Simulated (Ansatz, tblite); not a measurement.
Removing an electron: Ge(NCO)4 (GeC4N4O4). Charge 0, multiplicity 1. Geometry: PBE-D4/def2-SVP. Ansatz, gas phase; energy differences of separate SCF runs; the oxidised species was run as a doublet alone.

Cartesian coordinates in Å:
```
Ge -0.048 -0.025 0.103
N 1.309 1.170 0.206
C 2.516 1.250 0.375
O 3.671 1.420 0.527
N 0.012 -1.109 1.548
C -0.320 -2.220 1.932
O -0.599 -3.270 2.384
N 0.088 -1.050 -1.385
C -0.087 -1.015 -2.594
O -0.227 -1.069 -3.761
N -1.611 0.884 0.062
C -2.083 1.998 0.231
O -2.620 3.036 0.371
```

The xTB rows come from tblite. HOMO above LUMO, or a gap near zero within one spin, warns that the state may not be the lowest or that an electron is smeared out.

| level | −HOMO (eV) | vertical IE (eV) | −LUMO (eV) | HOMO–LUMO gap (eV) | remarks |
| --- | --- | --- | --- | --- | --- |
| GFN1-xTB | 13.62 | 16.02 | 8.30 | 5.32 | – |
| GFN2-xTB | 12.96 | 15.34 | 7.96 | 5.00 | – |
| PBE-D4/def2-TZVP | 7.83 | 10.11 | 2.44 | 5.39 | gap within one spin near zero (+1 doublet) |
| r2SCANh-D4/def2-TZVP | 8.70 | 10.63 | 1.83 | 6.87 | – |
| PBE0-D4/def2-TZVP | 9.27 | 10.86 | 1.41 | 7.86 | – |

Relaxing the oxidised species (PBE-D4/def2-SVP) changes its energy by -0.03 eV at PBE0-D4/def2-TZVP, so the adiabatic ionisation energy to this nearest minimum is 10.83 eV. At PBE-D4/def2-TZVP that geometry lies 0.01 eV above the vertical one, so it gives no adiabatic value.    Raw xTB energy differences between charge states are shifted by several eV; the methods need an empirical correction for them.
